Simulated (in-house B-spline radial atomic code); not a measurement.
A fraction x of an electron is removed from 4p in Nb II (Nb+), starting from [Kr] 4d4 and keeping the highest spin. Method: scalar-relativistic (X2C) BLYP, spin-polarised, spherical fractional occupations, Fermi nucleus of rms radius 4.324 fm. Calculated with a B-spline radial code for spherical atoms.

```csv
x,E(x) - E(0) (eV),4p down level (eV)
0,0.0000,-39.300
0.24,9.7427,-41.915
0.36,?,?
0.44,18.3531,-44.205
0.5,?,?
0.68,29.3035,-47.067
0.87,38.4679,-49.411
0.99,44.4877,-50.923
1,44.9976,-51.051
```

(1) What belongs in the row x = 0.36?

(2) What belongs in the row x = 0.5?

(3) Check Janak's theorem between x = 0.68 and 0.87.

## Answers

(1) An energy change of 14.8539 eV; 4p down at -43.278 eV.

(2) An energy change of 21.0265 eV; 4p down at -44.910 eV.

(3) The slope of the energy is 48.23 eV; the orbital levels give 48.24 eV (-ε of the emptying orbital, averaged over the two points).
